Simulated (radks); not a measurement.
Question: Excited configurations of Te: one electron is placed in a higher orbital outside [Kr] 4d10 5s2 5p3. The ground configuration is [Kr] 4d10 5s2 5p4. All-electron calculation, Dirac Kohn-Sham, PBE, spin-unpolarised, spherical densities, finite nucleus; open shells fill j = l - 1/2 first; Fermi nuclear charge, rms radius 4.7423 fm. Program: a radial shooting solver on a logarithmic mesh with Libxc functionals. Excitation = E - E(ground); binding = E(ion) - E, where the ion is the core of charge +1; n* = 1/sqrt(2 binding) in atomic units, and the quantum defect is n - n*.

outer orbital  excitation (eV)  binding (eV)     n*  quantum defect  eigenvalue (eV)  <r> (bohr)
4f5/2                    8.437         0.915  3.856           0.144           -0.432       17.18
5f5/2                    8.717         0.635  4.628           0.372           -0.366       28.98
6d3/2                    8.126         1.226  3.332           2.668           -0.658       15.03
7p1/2                    8.085         1.267  3.276           3.724           -0.753       16.53
7d3/2                    8.573         0.779  4.180           2.820           -0.473       25.83
7f5/2                    9.004         0.348  6.249           0.751           -0.229       61.06

Estimate the row for 7s1/2.

Answer: excitation (eV) 7.711; binding (eV) 1.641; n* 2.879; quantum defect 4.121; eigenvalue (eV) -0.997; <r> (bohr) 13.35. The Delta-SCF ionisation energy is 9.352 eV (NIST Atomic Spectra Database: 9.010 eV, measured). Self-interaction in the functional shifts the binding energies and quantum defects, so they are the method's values and not measured ones. Spin polarisation and multiplet splitting are left out, so open shells lie too high by an amount that depends on their filling.

Beside tabulated values, note that spin-unpolarised runs miss the spin-polarisation part of the exchange energy of open shells.
